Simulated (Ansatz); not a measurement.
## Nudged elastic band run: CH7FOSi2

Input:

```yaml
crystal:
  periodic: [false, false, false]
  atoms:
    - { symbol: F, position_ang: [-1.568565, 0.327006, 0.420457] }
    - { symbol: C, position_ang: [-0.522573, -0.349132, -0.218613] }
    - { symbol: Si, position_ang: [-0.295867, -2.054479, 0.635492] }
    - { symbol: O, position_ang: [0.648914, 0.376959, -0.089477] }
    - { symbol: Si, position_ang: [0.792297, 2.028042, -0.417032] }
    - { symbol: H, position_ang: [-0.824371, -0.422807, -1.284377] }
    - { symbol: H, position_ang: [0.811488, -2.790582, -0.036033] }
    - { symbol: H, position_ang: [-1.562002, -2.831262, 0.515737] }
    - { symbol: H, position_ang: [0.027412, -1.81449, 2.066959] }
    - { symbol: H, position_ang: [0.290236, 2.856513, 0.711136] }
    - { symbol: H, position_ang: [2.245273, 2.265008, -0.608978] }
    - { symbol: H, position_ang: [0.034659, 2.354021, -1.66137] }
basis:
  gaussian: { orbitals: def2-SVP }
hamiltonian:
  xc: b3lyp
  dispersion: d4
neb:
  order_check: false
  images: 5
  f_tol: 0.05
  max_iterations: 60
  final_atoms:
    - { symbol: F, position_ang: [-1.62542164, 0.11172552, -0.29106682] }
    - { symbol: C, position_ang: [-0.33905513, -0.43235858, -0.38119104] }
    - { symbol: Si, position_ang: [-0.29340439, -2.04694083, 0.65860558] }
    - { symbol: O, position_ang: [0.58285695, 0.46004404, 0.13843536] }
    - { symbol: Si, position_ang: [0.65592648, 2.10028779, -0.26102425] }
    - { symbol: H, position_ang: [-0.1608948, -0.59448947, -1.4650749] }
    - { symbol: H, position_ang: [-1.28767082, -3.01098021, 0.10825063] }
    - { symbol: H, position_ang: [-0.63727999, -1.69941352, 2.06298383] }
    - { symbol: H, position_ang: [1.07311719, -2.63504509, 0.58322808] }
    - { symbol: H, position_ang: [-0.35800439, 2.89152163, 0.48520036] }
    - { symbol: H, position_ang: [2.02125197, 2.5372359, 0.12533981] }
    - { symbol: H, position_ang: [0.44547956, 2.26320982, -1.72978562] }
  initial_path:
    images:
      - { positions_ang: [[-1.568565, 0.327006, 0.420457], [-0.522573, -0.349132, -0.218613], [-0.295867, -2.054479, 0.635492], [0.648914, 0.376959, -0.089477], [0.792297, 2.028042, -0.417032], [-0.824371, -0.422807, -1.284377], [0.811488, -2.790582, -0.036033], [-1.562002, -2.831262, 0.515737], [0.027412, -1.81449, 2.066959], [0.290236, 2.856513, 0.711136], [2.245273, 2.265008, -0.608978], [0.034659, 2.354021, -1.66137]] }
      - { positions_ang: [[-1.76334635, 0.08115625, 0.22735068], [-0.62826148, -0.31845956, -0.22490695], [-0.25031719, -1.96872337, 0.61080456], [0.27124077, 0.59642723, 0.06356175], [0.7676002, 1.98696815, -0.36387923], [-0.74319816, -0.36537067, -1.29127431], [0.77147738, -2.72223426, -0.17461321], [-1.43392827, -2.79197028, 0.67858704], [0.28687448, -1.69951, 1.95223974], [0.47184076, 2.9638239, 0.65518571], [2.14152517, 1.88035493, -0.43917909], [0.18539368, 2.30233469, -1.65997568]] }
      - { positions_ang: [[-1.95812769, -0.16469351, 0.03424437], [-0.73394996, -0.28778712, -0.23120091], [-0.20476737, -1.88296774, 0.58611713], [-0.10643246, 0.81589546, 0.21660051], [0.7429034, 1.94589431, -0.31072646], [-0.66202532, -0.30793435, -1.29817162], [0.73146676, -2.65388652, -0.31319342], [-1.30585454, -2.75267856, 0.84143707], [0.54633697, -1.58452999, 1.83752048], [0.65344551, 3.07113479, 0.59923541], [2.03777735, 1.49570186, -0.26938019], [0.33612836, 2.25064837, -1.65858136]] }
      - { positions_ang: [[-2.15290904, -0.41054326, -0.15886195], [-0.83963844, -0.25711468, -0.23749486], [-0.15921756, -1.79721211, 0.56142969], [-0.48410569, 1.03536369, 0.36963926], [0.7182066, 1.90482046, -0.2575737], [-0.58085248, -0.25049802, -1.30506893], [0.69145615, -2.58553877, -0.45177363], [-1.17778082, -2.71338684, 1.00428711], [0.80579945, -1.46954999, 1.72280121], [0.83505027, 3.17844569, 0.54328512], [1.93402952, 1.11104879, -0.09958128], [0.48686304, 2.19896206, -1.65718705]] }
      - { positions_ang: [[-1.97707991, -0.23645367, -0.20293024], [-0.67277734, -0.31552931, -0.28539359], [-0.2039465, -1.88045502, 0.59382165], [-0.12845148, 0.84359047, 0.2925713], [0.69744656, 1.96997624, -0.25872388], [-0.44086659, -0.36516184, -1.35840425], [0.03174716, -2.72735259, -0.26509888], [-0.99761387, -2.37539574, 1.35718602], [0.89490536, -1.85804836, 1.3429435], [0.43736538, 3.08280433, 0.52392353], [1.96310367, 1.5864445, -0.02460759], [0.47306855, 2.22037798, -1.68138657]] }
      - { positions_ang: [[-1.80125077, -0.06236408, -0.24699853], [-0.50591623, -0.37394395, -0.33329231], [-0.24867544, -1.96369792, 0.62621362], [0.22720273, 0.65181726, 0.21550333], [0.67668652, 2.03513201, -0.25987407], [-0.30088069, -0.47982565, -1.41173958], [-0.62796183, -2.8691664, -0.07842412], [-0.81744693, -2.03740463, 1.71008492], [0.98401128, -2.24654673, 0.96308579], [0.0396805, 2.98716298, 0.50456194], [1.99217782, 2.0618402, 0.05036611], [0.45927406, 2.2417939, -1.7055861]] }
      - { positions_ang: [[-1.62542164, 0.11172552, -0.29106682], [-0.33905513, -0.43235858, -0.38119104], [-0.29340439, -2.04694083, 0.65860558], [0.58285695, 0.46004404, 0.13843536], [0.65592648, 2.10028779, -0.26102425], [-0.1608948, -0.59448947, -1.4650749], [-1.28767082, -3.01098021, 0.10825063], [-0.63727999, -1.69941352, 2.06298383], [1.07311719, -2.63504509, 0.58322808], [-0.35800439, 2.89152163, 0.48520036], [2.02125197, 2.5372359, 0.12533981], [0.44547956, 2.26320982, -1.72978562]] }
```

Launched with:

```bash
$ ansatz run input.yaml --threads 2 --pin off --max-ram 3072MiB --backend cpu --events-out ev --progress --plain --runs-dir out
```

Output, in part (warnings, iteration lines, the closing report on the highest movable image, with atoms numbered from 0):

```
NEB end point (image 0): max|allowed force component| = 5.329e-3 eV/Å (the criterion of neb.relax_end_points is 1.000e-2)
NEB end point (image 6): max|allowed force component| = 1.342e-2 eV/Å (the criterion of neb.relax_end_points is 1.000e-2)
NEB iter   1: max|band force component| = 6.968e0 eV/Å  barrier→ = 3.9675 eV  barrier← = 3.9674 eV  Δτ_max = 0.1985 Å  (168 SCF iters)
NEB iter   2: max|band force component| = 3.239e0 eV/Å  barrier→ = 0.9834 eV  barrier← = 0.9833 eV  Δτ_max = 0.1992 Å  (138 SCF iters)
NEB iter   3: max|band force component| = 1.195e0 eV/Å  barrier→ = 0.2612 eV  barrier← = 0.2611 eV  Δτ_max = 0.1612 Å  (137 SCF iters)
NEB iter   4: max|band force component| = 3.771e-1 eV/Å  barrier→ = 0.2343 eV  barrier← = 0.2342 eV  CI = image 2  Δτ_max = 0.0662 Å  (143 SCF iters)
NEB iter   5: max|band force component| = 2.418e-1 eV/Å  barrier→ = 0.2212 eV  barrier← = 0.2211 eV  CI = image 2  Δτ_max = 0.1146 Å  (140 SCF iters)
NEB iter   6: max|band force component| = 2.240e-1 eV/Å  barrier→ = 0.2211 eV  barrier← = 0.2210 eV  CI = image 2  Δτ_max = 0.0977 Å  (140 SCF iters)
NEB iter   7: max|band force component| = 1.879e-1 eV/Å  barrier→ = 0.2224 eV  barrier← = 0.2223 eV  CI = image 2  Δτ_max = 0.0508 Å  (133 SCF iters)
NEB iter   8: max|band force component| = 1.101e-1 eV/Å  barrier→ = 0.2210 eV  barrier← = 0.2209 eV  CI = image 2  Δτ_max = 0.0511 Å  (141 SCF iters)
NEB iter   9: max|band force component| = 1.267e-1 eV/Å  barrier→ = 0.2185 eV  barrier← = 0.2184 eV  CI = image 2  Δτ_max = 0.0256 Å  (139 SCF iters)
NEB iter  10: max|band force component| = 1.049e-1 eV/Å  barrier→ = 0.2175 eV  barrier← = 0.2174 eV  CI = image 2  Δτ_max = 0.0512 Å  (136 SCF iters)
NEB iter  11: max|band force component| = 6.393e-2 eV/Å  barrier→ = 0.2142 eV  barrier← = 0.2141 eV  CI = image 2  Δτ_max = 0.0512 Å  (139 SCF iters)
NEB iter  12: max|band force component| = 1.066e-1 eV/Å  barrier→ = 0.2106 eV  barrier← = 0.2105 eV  CI = image 2  Δτ_max = 0.0256 Å  (138 SCF iters)
NEB iter  13: max|band force component| = 9.259e-2 eV/Å  barrier→ = 0.2088 eV  barrier← = 0.2088 eV  CI = image 2  Δτ_max = 0.0256 Å  (142 SCF iters)
NEB iter  14: max|band force component| = 5.520e-2 eV/Å  barrier→ = 0.2070 eV  barrier← = 0.2069 eV  CI = image 2  Δτ_max = 0.0256 Å  (142 SCF iters)
NEB iter  15: max|band force component| = 5.606e-2 eV/Å  barrier→ = 0.2050 eV  barrier← = 0.2049 eV  CI = image 2  Δτ_max = 0.0256 Å  (142 SCF iters)
NEB iter  16: max|band force component| = 5.713e-2 eV/Å  barrier→ = 0.2030 eV  barrier← = 0.2029 eV  CI = image 2  Δτ_max = 0.0256 Å  (142 SCF iters)
NEB iter  17: max|band force component| = 5.898e-2 eV/Å  barrier→ = 0.2010 eV  barrier← = 0.2009 eV  CI = image 2  Δτ_max = 0.0512 Å  (136 SCF iters)
NEB iter  18: max|band force component| = 6.399e-2 eV/Å  barrier→ = 0.1966 eV  barrier← = 0.1965 eV  CI = image 2  Δτ_max = 0.0511 Å  (138 SCF iters)
NEB iter  19: max|band force component| = 6.923e-2 eV/Å  barrier→ = 0.1921 eV  barrier← = 0.1920 eV  CI = image 2  Δτ_max = 0.1020 Å  (141 SCF iters)
NEB iter  20: max|band force component| = 8.312e-2 eV/Å  barrier→ = 0.1827 eV  barrier← = 0.1826 eV  CI = image 2  Δτ_max = 0.1968 Å  (140 SCF iters)
NEB iter  21: max|band force component| = 1.058e-1 eV/Å  barrier→ = 0.1640 eV  barrier← = 0.1639 eV  CI = image 2  Δτ_max = 0.0993 Å  (137 SCF iters)
NEB iter  22: max|band force component| = 8.645e-2 eV/Å  barrier→ = 0.1532 eV  barrier← = 0.1531 eV  CI = image 2  Δτ_max = 0.0990 Å  (139 SCF iters)
NEB iter  23: max|band force component| = 1.170e-1 eV/Å  barrier→ = 0.1421 eV  barrier← = 0.1420 eV  CI = image 2  Δτ_max = 0.0496 Å  (137 SCF iters)
NEB iter  24: max|band force component| = 5.847e-2 eV/Å  barrier→ = 0.1361 eV  barrier← = 0.1360 eV  CI = image 2  Δτ_max = 0.0993 Å  (133 SCF iters)
NEB iter  25: max|band force component| = 6.256e-2 eV/Å  barrier→ = 0.1254 eV  barrier← = 0.1253 eV  CI = image 2  Δτ_max = 0.0996 Å  (139 SCF iters)
NEB iter  26: max|band force component| = 6.612e-2 eV/Å  barrier→ = 0.1156 eV  barrier← = 0.1155 eV  CI = image 2  Δτ_max = 0.0998 Å  (135 SCF iters)
NEB iter  27: max|band force component| = 6.734e-2 eV/Å  barrier→ = 0.1095 eV  barrier← = 0.1094 eV  CI = image 2  Δτ_max = 0.0990 Å  (136 SCF iters)
NEB iter  28: max|band force component| = 7.156e-2 eV/Å  barrier→ = 0.1080 eV  barrier← = 0.1079 eV  CI = image 2  Δτ_max = 0.0991 Å  (135 SCF iters)
NEB iter  29: max|band force component| = 8.124e-2 eV/Å  barrier→ = 0.1080 eV  barrier← = 0.1079 eV  CI = image 2  Δτ_max = 0.0994 Å  (132 SCF iters)
NEB iter  30: max|band force component| = 5.355e-2 eV/Å  barrier→ = 0.1079 eV  barrier← = 0.1078 eV  CI = image 2  Δτ_max = 0.0997 Å  (122 SCF iters)
NEB iter  31: max|band force component| = 9.887e-2 eV/Å  barrier→ = 0.1079 eV  barrier← = 0.1078 eV  CI = image 2  Δτ_max = 0.0320 Å  (124 SCF iters)
NEB iter  32: max|band force component| = 2.676e-2 eV/Å  barrier→ = 0.1079 eV  barrier← = 0.1078 eV  CI = image 2  Δτ_max = 0.0000 Å  (241 SCF iters)
Total energy: -21662.40737809 eV, -796.0787878376 hartree
Atom 0 at    -1.648110     0.211147    -0.048400 Å, force     0.000199    -0.001281     0.000013 eV/Å
Atom 1 at    -0.410282    -0.383093    -0.306865 Å, force     0.005488     0.004853     0.001096 eV/Å
Atom 2 at    -0.295376    -2.072474     0.634576 Å, force     0.000799     0.002990     0.001591 eV/Å
Atom 3 at     0.603412     0.457995     0.117306 Å, force    -0.004796     0.002322    -0.004854 eV/Å
Atom 4 at     0.709653     2.092937    -0.295434 Å, force    -0.001556    -0.007562     0.001505 eV/Å
Atom 5 at    -0.372969    -0.513033    -1.408842 Å, force     0.000434     0.000305    -0.000187 eV/Å
Atom 6 at    -0.123309    -3.165505    -0.367215 Å, force    -0.001209     0.000102     0.000645 eV/Å
Atom 7 at    -1.554368    -2.295407     1.397597 Å, force    -0.000143    -0.001207    -0.000816 eV/Å
Atom 8 at     0.872159    -2.050685     1.556302 Å, force     0.000039    -0.001141     0.000146 eV/Å
Atom 9 at    -0.177434     2.933135     0.552087 Å, force     0.000475     0.000538     0.001603 eV/Å
Atom 10 at     2.127919     2.465963    -0.063900 Å, force    -0.000394     0.000362    -0.000281 eV/Å
Atom 11 at     0.345605     2.263817    -1.733313 Å, force     0.000662    -0.000280    -0.000461 eV/Å
Dipole moment:     0.135830    -0.037010    -0.155674 e Å
```

The forces met the threshold. A vibrational analysis at the climbing image gives one clearly imaginary mode, 153i cm⁻¹: a first-order saddle point.

Final band (atoms are numbered from 1 in the order of the input):

| image | path coordinate (Å) | energy (kcal/mol) | dihedral F1–C2–Si3–H9 (°) |
| --- | --- | --- | --- |
| 0 | 0.00 | 0.0 | -60 |
| 1 | 1.09 | 1.1 | -87 |
| 2 | 2.18 | 2.5 | -121 |
| 3 | 2.73 | 2.1 | -139 |
| 4 | 3.28 | 1.1 | -155 |
| 5 | 3.83 | 0.3 | -169 |
| 6 | 4.38 | 0.0 | -180 |

Time of the run: 14 min on 2 threads of Arm Neoverse N1, on a shared host, peak memory 0.29 GiB.
